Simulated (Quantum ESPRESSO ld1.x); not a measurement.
Values are calculated unless marked as measured or tabulated.
Cl3+, configuration [He] 2s2 2p4 3s2 3p2 3d2 (not the ground configuration). Code: ld1.x of Quantum ESPRESSO 7.5. Model: scalar-relativistic Kohn-Sham, LDA (Slater exchange, Perdew-Zunger correlation), spin-polarised, spherical densities, point nucleus; open shells are filled with parallel spins first. Some entries of the table are withheld. Estimate them.

orbital,occ.,eigenvalue (eV),<r> (bohr),r(max) (bohr)
1s up,1,-2878.24,0.09114,0.05963
1s down,1,-2872.02,0.09099,0.05957
2s up,1,-350.728,0.4258,0.3525
2s down,1,-340.627,0.4279,0.3539
2p up,3,-296.659,0.3802,0.2882
2p down,1,-285.182,0.3833,0.2902
3s up,1,-70.4951,1.265,1.118
3s down,1,-64.5870,1.293,1.134
3p up,2,-56.1052,1.325,(1)
3p down,0,-50.3840,1.370,(2)
3d up,2,-34.3569,1.435,1.122
3d down,0,-29.3502,1.544,1.179
4s up,0,-22.8564,2.991,2.794
4s down,0,-21.2927,3.141,2.923
4p up,0,-18.8043,(3),3.055
4p down,0,-17.4880,(4),3.232

Answer. 
(1) 3p up r(max) (bohr): 1.147
(2) 3p down r(max) (bohr): 1.171
(3) 4p up <r> (bohr): 3.283
(4) 4p down <r> (bohr): 3.476
